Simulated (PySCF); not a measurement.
## Solvent effects on NMR parameters

Atoms are numbered as in `[CH:1]#[C:2][C:3]1=[CH:4][BH:5][CH:6]=[CH:7][CH:8]=[CH:9]1`; H(Xn) means a hydrogen on atom n.

GIAO PBE0/pcSseg-1 in PySCF on one PBE0-D3(BJ)/def2-SVP conformer, non-relativistic, equivalent nuclei averaged. Solvents enter as an IEF-PCM continuum (chloroform with ε = 4.7, dichloromethane with ε = 8.9) around the gas-phase geometry. Shifts are referred to TMS, BF3·OEt2 computed in the same medium.

Gas phase, δ in ppm: C4 168.9, C6 165.0, C7 155.3, C3 147.8, C9 147.5, C8 142.2, C2 91.6, C1 88.5, B5 44.2, H(C4) 8.88, H(C6) 8.51, H(C7) 8.05, H(C9) 7.69, H(C8) 7.45. Dipole moment 2.15 D.

Task: How does each δ change in the continuum?

Result: 
```
atoms                                   environment  Δδ, chloroform  Δδ, dichloromethane
   C4                                     alkene CH            -0.4                 -0.6
   C6                                     alkene CH            +0.5                 +0.6
   C7                                     alkene CH            +2.8                 +3.4
   C3               fully substituted alkene carbon            +1.0                 +1.3
   C9                                     alkene CH            +1.5                 +1.8
   C8                                     alkene CH            +2.6                 +3.2
   C2                                 alkyne carbon            +0.7                 +0.8
   C1                        terminal alkyne carbon            +2.2                 +2.7
   B5  boron bonded to 2 C, H, in a 7-membered ring            -0.2                 -0.3
H(C4)                      hydrogen on an alkene CH            0.00                -0.01
H(C6)                      hydrogen on an alkene CH           +0.08                +0.10
H(C7)                      hydrogen on an alkene CH           +0.25                +0.30
H(C9)                      hydrogen on an alkene CH           +0.19                +0.24
H(C8)                      hydrogen on an alkene CH           +0.31                +0.37
```

Changes are relative to the gas phase. The dipole moment becomes 2.77 D in chloroform, 2.91 D in dichloromethane.

Task: Which of the listed nuclei move most (in ppm), and what does the model miss?

Result: C7 (alkene CH, +3.4 ppm) in dichloromethane. A continuum only polarises the solute; specific hydrogen bonds, the anisotropy of aromatic solvents and changes of geometry or conformer are outside it.
